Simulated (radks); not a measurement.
Valence configurations of Ba+ (all share [Xe]). Calculated with a radial shooting solver on a logarithmic mesh with Libxc functionals: scalar-relativistic Kohn-Sham, PBE, spin-polarised, spherical densities, point nucleus; open shells are filled with parallel spins first (spin-orbit coupling, left out, can overturn this in heavy ions). Energies are relative to 6s1; eigenvalues in eV for spin up.

6s1: E (eV) 0.000; moment (Bohr magnetons) 1; e(6s) -7.866
5d1: E (eV) 0.690; moment (Bohr magnetons) 1; e(5d) -6.166
6s0.5 6p0.5: E (eV) 1.317; moment (Bohr magnetons) 1; e(6p) -5.508; e(6s) -8.129
6p1: E (eV) 2.613; moment (Bohr magnetons) 1; e(6p) -5.809
4f1: E (eV) 4.832; moment (Bohr magnetons) 1; e(4f) -2.226

NIST lists [Xe] 6s1 as the ground configuration; this level of theory agrees among the configurations tried. The energies are those of spherical high-spin densities, not of single terms.
